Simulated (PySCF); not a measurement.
(3Z)-hexa-1,3-dien-5-yne (C₆H₆), SMILES C#C/C=C\C=C. Atoms are numbered in the order given.

```xyz
12

C     -0.8625     2.5716     0.0000
C      0.0081     1.7228     0.0000
C      1.0501     0.7559     0.0000
C      0.8645    -0.5885     0.0000
C     -0.4237    -1.2553     0.0000
C     -0.5727    -2.5916     0.0000
H     -1.6332     3.3187     0.0000
H      2.0733     1.1465     0.0000
H      1.7537    -1.2274     0.0000
H     -1.3082    -0.6094     0.0000
H      0.2933    -3.2613     0.0000
H     -1.5613    -3.0566     0.0000
```

Coordinates come from a B3LYP-D3(BJ)/def2-SVP optimisation. The values are those of a single conformer.

Calculation: TDA-PBE0/def2-SVPD (PySCF).

Vertical excitations.  State labels are in the subgroup Cs.

Question: Estimate the UV-visible absorptions. (Estimate from the structure and the level; the computed values follow.)

Answer: 
| state | symmetry | energy (eV) | λ (nm) | f | main pairs |
|---|---|---|---|---|---|
| S1 | A" | 4.91 | 252 | 0.000 | HOMO−1→LUMO 97 % |
| S2 | A' | 5.08 | 244 | 0.762 | HOMO→LUMO 85 % |
| S3 | A" | 5.80 | 214 | 0.000 | HOMO→LUMO+1 90 % |
| S4 | A' | 6.05 | 205 | 0.106 | HOMO−2→LUMO 57 %, HOMO→LUMO+2 38 % |
| S5 | A" | 6.61 | 187 | 0.012 | HOMO→LUMO+3 89 % |
| S6 | A' | 6.70 | 185 | 0.280 | HOMO→LUMO+2 37 %, HOMO−1→LUMO+1 21 %, HOMO−2→LUMO 18 %, HOMO−3→LUMO 6 % |
| S7 | A" | 6.85 | 181 | 0.006 | HOMO→LUMO+4 76 % |
| S8 | A" | 6.91 | 179 | 0.001 | HOMO−4→LUMO 86 % |
| S9 | A" | 7.06 | 176 | 0.016 | HOMO→LUMO+5 78 % |
| S10 | A" | 7.51 | 165 | 0.000 | HOMO−1→LUMO+2 88 % |
| T1 | A' | 2.56 | 485 | 0 | HOMO→LUMO 95 % |
| T2 | A' | 4.32 | 287 | 0 | HOMO−2→LUMO 62 %, HOMO→LUMO+2 30 % |
| T3 | A" | 4.62 | 268 | 0 | HOMO−1→LUMO 89 % |
| T4 | A' | 5.44 | 228 | 0 | HOMO−1→LUMO+1 50 %, HOMO−3→LUMO 16 %, HOMO−1→LUMO+5 11 % |
Triplets are in the Tamm–Dancoff approximation.
